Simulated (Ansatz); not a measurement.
Input file for Ansatz (a program for electronic structure): R-PBE/def2-TZVPP on CdHI (SMILES [CdH][I]), atoms moved off the minimum. Elements past Kr take the def2 small-core potentials; no spin–orbit coupling.

Ansatz 0.2 input:
```yaml
crystal:
  periodic: [false, false, false]
  atoms:
    - {symbol: Cd, position_ang: [-0.01544700, 0.00520110, -1.38299700]}
    - {symbol: H, position_ang: [0.01795245, 0.12429710, -2.96223044]}
    - {symbol: I, position_ang: [-0.07463904, -0.04450330, 1.25061324]}
basis:
  gaussian:
    orbitals: def2-TZVPP
hamiltonian:
  xc: {name: PBE}
scf: {lower_state_search: off}
output: {forces: true}
```

It printed:

```
WARN ansatz: RAYON_NUM_THREADS=2 ignored (pool sized by the plan → 2); use --threads N
Functional definition: PBE
these checks for a lower state are left out or cut short: stability, starts, cluster_reference, orbital_swaps, neighbouring_geometries, increment
integrals: 0.04 GiB planned
808 factors; their error is unknown
mean field: 0.31 GiB planned
mean field evaluation 1: about -12681.5256 eV, gradient 2.9e1 eV
mean field evaluation 2: about -12678.2123 eV, gradient 5.1e1 eV
mean field evaluation 4: about -12683.3461 eV, gradient 2.3e0 eV
mean field evaluation 8: about -12683.3601 eV, gradient 2.9e-2 eV
mean field evaluation 16: about -12683.3526 eV, gradient 4.1e-4 eV
mean field -12683.35263433 eV, -466.1046122263 hartree, gradient 5.6e-6 eV, S^2 0.000000; 0 other end points of the search recorded, 0 dependent functions left out
the calculation of the forces begins
reference -12683.35266900 eV, -466.1046135004 hartree; 23, 23 occupied and 97, 97 virtual orbitals, 808 factors
Total energy: -12683.35266900 eV, -466.1046135004 hartree
Atom 0 at    -0.015447     0.005201    -1.382997 Å, force    -0.031537    -0.001239     1.377312 eV/Å
Atom 1 at     0.017952     0.124297    -2.962230 Å, force     0.026241     0.031703    -1.177443 eV/Å
Atom 2 at    -0.074639    -0.044503     1.250613 Å, force     0.005295    -0.030463    -0.199870 eV/Å
Dipole moment:     0.009287    -0.008917    -0.396104 e Å
Checks for a lower state left out: stability, starts, cluster_reference, orbital_swaps, neighbouring_geometries, increment
```

Self-consistency was reached.

Cost: around 1.6 core-seconds (rough).
